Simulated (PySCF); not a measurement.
TeBr₂, SMILES [Te](Br)Br.

The structure is a stationary point at B3LYP-D3(BJ)/def2-SVP. The def2 effective core potentials stand for the cores of Te; spin–orbit coupling is left out.

The numbers are results of PBE/def2-TZVPD (PySCF), not measurements.

Isolated molecule, no solvent.

```yaml
total_energy: -5415.61234 hartree
point_group: C2v
highest_occupied_level: -5.58 eV
lowest_empty_level: -4.04 eV
orbital_gap: 1.54 eV
dipole_moment: 1.48 D
quadrupole, principal values (traceless, Buckingham form, about the centre of nuclear charge): -4.70, -0.40, 5.10 D·Å
mean_static_polarisability: 91.9 bohr³ (13.62 Å³)
polarisability_principal_values: 68.1, 85.7, 121.8 bohr³
```
